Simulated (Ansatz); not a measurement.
Reaction (cleavage of the Al–Ge bond): `[Cl][AlH][GeH3]` + HCl → `[Cl][AlH][Cl]` + GeH₄

Calculated with Ansatz (gas phase, PBE0-D4/def2-TZVP geometries, no zero-point term in ΔE). CCSD(T)/CBS adds triple-zeta CCSD(T) − MP2 to the extrapolated MP2 energy (def2 sets, frozen cores). This one scheme is used for every species. DFT in def2-TZVPP. B3LYP here is the variant with VWN-RPA as its local correlation; programs differ in this. For Ge outer-core shells are correlated without core-valence functions, which leaves a few kJ/mol of doubt a bond. Scalar relativity is left out up to krypton.

`[Cl][AlH][GeH3]`:

```xyz
7

Cl    2.882    0.120   -0.535
Al    1.025   -0.851   -0.374
Ge   -0.905    0.538    0.286
H     1.010   -2.399   -0.690
H    -0.673    1.182    1.666
H    -1.128    1.684   -0.718
H    -2.210   -0.274    0.365
```

HCl:

Cartesian coordinates in Å:
```
Cl -0.271 0.198 -0.544
H 0.271 -0.198 0.544
```

`[Cl][AlH][Cl]`:

Z-matrix (Å, degrees):
```
Al
Cl 1 2.082
Cl 1 2.082 2 118.2
H 1 1.563 2 120.9 3 180.0
```

GeH₄:

Z-matrix (Å, degrees):
```
Ge
H 1 1.534
H 1 1.534 2 109.5
H 1 1.534 2 109.5 3 -120.0
H 1 1.534 2 109.5 3 120.0
```

CCSD(T)/CBS gives -135.1 kJ/mol.

(1) Another level gave -135.0 kJ/mol. Which?
A. B2PLYP/def2-TZVPP
B. RPA@PBE/def2-TZVPP
C. B3LYP-D4/def2-TZVPP
D. BHLYP/def2-TZVPP

Largest T1 diagnostic among the species: 0.012.

Results:

(1) C. B3LYP-D4 -135.0, BHLYP -143.8, B2PLYP -139.5, RPA@PBE/def2-TZVPP -130.0 kJ/mol.

Leaving LDA and LC-ωPBE aside and taking each functional with its dispersion term where it has one, the values, not all of them listed here, spread over 22.9 kJ/mol, from B97M-V to PBE-D4. In def2-TZVPP, CCSD(T) changes the Hartree–Fock value by +19.8 kJ/mol (the triples alone add +1.4 kJ/mol) and MP2 by +12.0 kJ/mol.
